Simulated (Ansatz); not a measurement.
Steps of a relaxation of BGeH₆NSe (`B[Se][GeH2][NH2]`) with RKS PBE0-D4/def2-TZVP.

```sh
$ ansatz run in.yaml --threads 4 --pin off --events-out ev --progress --plain --max-ram 10444MiB
```

```yaml
crystal:
  periodic: [false, false, false]
  atoms:
    - {symbol: B, position_ang: [-1.538941, 1.052603, -0.902703]}
    - {symbol: Se, position_ang: [-1.308849, -0.810387, -1.237169]}
    - {symbol: Ge, position_ang: [0.650062, -1.248441, 0.141893]}
    - {symbol: N, position_ang: [1.303239, 0.202870, 1.071710]}
    - {symbol: H, position_ang: [-0.798144, 1.670437, -0.163239]}
    - {symbol: H, position_ang: [-2.471078, 1.582199, -1.472335]}
    - {symbol: H, position_ang: [1.771133, -1.740867, -0.806479]}
    - {symbol: H, position_ang: [0.239985, -2.325384, 1.177117]}
    - {symbol: H, position_ang: [0.625085, 0.596959, 1.734646]}
    - {symbol: H, position_ang: [1.610409, 0.968910, 0.459459]}
basis:
  gaussian: {orbitals: def2-TZVP}
hamiltonian: {xc: pbe0, dispersion: d4}
relax: {f_tol: 0.005, max_steps: 150}
```

Positions (Å) and forces (eV/Å) along the path, 7 of 7 steps:

```xyz
10
step=1 energy=-124116.4761 eV
B    -1.539    1.053   -0.903   -0.066    0.276    0.029
Se   -1.309   -0.810   -1.237    0.290    0.140    0.258
Ge    0.650   -1.248    0.142   -0.007    0.073    0.024
N     1.303    0.203    1.072   -0.352    0.466   -0.166
H    -0.798    1.670   -0.163   -0.330   -0.262   -0.328
H    -2.471    1.582   -1.472    0.386   -0.201    0.241
H     1.771   -1.741   -0.806   -0.192    0.079    0.132
H     0.240   -2.325    1.177    0.046    0.173   -0.176
H     0.625    0.597    1.735    0.411   -0.252   -0.398
H     1.610    0.969    0.459   -0.186   -0.493    0.384
10
step=2 energy=-124116.5096 eV
B    -1.532    1.050   -0.897   -0.002    0.095    0.018
Se   -1.276   -0.806   -1.212   -0.089    0.063   -0.048
Ge    0.648   -1.243    0.142    0.105    0.089    0.105
N     1.296    0.202    1.066   -0.137    0.130   -0.077
H    -0.808    1.672   -0.172   -0.093   -0.071   -0.088
H    -2.454    1.565   -1.463    0.108   -0.080    0.063
H     1.751   -1.730   -0.809   -0.016   -0.005    0.026
H     0.230   -2.311    1.164    0.019    0.010   -0.022
H     0.626    0.591    1.723    0.126   -0.086   -0.085
H     1.601    0.959    0.461   -0.021   -0.145    0.108
10
step=3 energy=-124116.5124 eV
B    -1.543    1.051   -0.907   -0.010   -0.012    0.004
Se   -1.287   -0.803   -1.219    0.008    0.022    0.009
Ge    0.642   -1.231    0.141    0.062   -0.018    0.043
N     1.307    0.196    1.073   -0.093    0.012   -0.069
H    -0.826    1.672   -0.185    0.016    0.008    0.008
H    -2.462    1.556   -1.471   -0.014    0.008   -0.014
H     1.744   -1.726   -0.804    0.007    0.001   -0.022
H     0.231   -2.303    1.157   -0.018   -0.009    0.011
H     0.652    0.584    1.739    0.010   -0.010    0.029
H     1.626    0.952    0.480    0.033   -0.001    0.001
10
step=4 energy=-124116.5115 eV rejected
B    -1.552    1.053   -0.913    0.036    0.012    0.036
Se   -1.290   -0.801   -1.218   -0.011   -0.024   -0.022
Ge    0.641   -1.236    0.138    0.039    0.119    0.068
N     1.293    0.200    1.063    0.062   -0.304   -0.033
H    -0.840    1.678   -0.190    0.005   -0.005   -0.003
H    -2.470    1.554   -1.483   -0.028    0.002   -0.019
H     1.745   -1.727   -0.806    0.004    0.001   -0.022
H     0.231   -2.305    1.158   -0.016   -0.008    0.010
H     0.675    0.582    1.757   -0.157    0.060    0.137
H     1.650    0.951    0.498    0.065    0.146   -0.153
10
step=5 energy=-124116.5137 eV
B    -1.544    1.052   -0.905    0.011   -0.006   -0.008
Se   -1.286   -0.802   -1.217   -0.005   -0.003   -0.001
Ge    0.645   -1.236    0.142    0.010    0.015    0.012
N     1.296    0.199    1.065   -0.010   -0.011   -0.009
H    -0.826    1.675   -0.186    0.003    0.003    0.008
H    -2.462    1.555   -1.474   -0.012    0.005   -0.002
H     1.746   -1.726   -0.807    0.000   -0.001   -0.002
H     0.230   -2.306    1.160   -0.001   -0.001    0.000
H     0.654    0.584    1.744   -0.003   -0.003    0.007
H     1.630    0.953    0.481    0.006    0.002   -0.006
10
step=6 energy=-124116.5137 eV
B    -1.542    1.052   -0.908   -0.013   -0.003    0.016
Se   -1.286   -0.802   -1.217    0.001    0.000   -0.004
Ge    0.645   -1.235    0.142    0.001    0.002   -0.001
N     1.295    0.199    1.065    0.003   -0.002    0.002
H    -0.827    1.675   -0.185    0.004    0.001   -0.008
H    -2.464    1.555   -1.473    0.005    0.002   -0.006
H     1.746   -1.726   -0.808    0.000   -0.001    0.001
H     0.229   -2.305    1.160    0.000    0.000   -0.001
H     0.655    0.583    1.746   -0.002    0.000    0.002
H     1.632    0.953    0.482    0.001    0.001   -0.002
10
step=7 energy=-124116.5137 eV
B    -1.543    1.052   -0.907    0.000    0.000    0.000
Se   -1.286   -0.802   -1.217    0.000    0.000    0.000
Ge    0.645   -1.235    0.142    0.000    0.000    0.000
N     1.296    0.199    1.065    0.000   -0.001    0.000
H    -0.826    1.675   -0.186    0.000    0.000    0.000
H    -2.464    1.555   -1.474    0.000    0.000    0.000
H     1.746   -1.726   -0.807    0.000    0.000    0.000
H     0.229   -2.305    1.160    0.000    0.000    0.000
H     0.655    0.583    1.746    0.000    0.000    0.000
H     1.632    0.953    0.482    0.000    0.000    0.001
```

It took 32 s on 4 threads of an AMD EPYC 7B13 on a shared host, with 0.66 GiB of host memory at the peak.
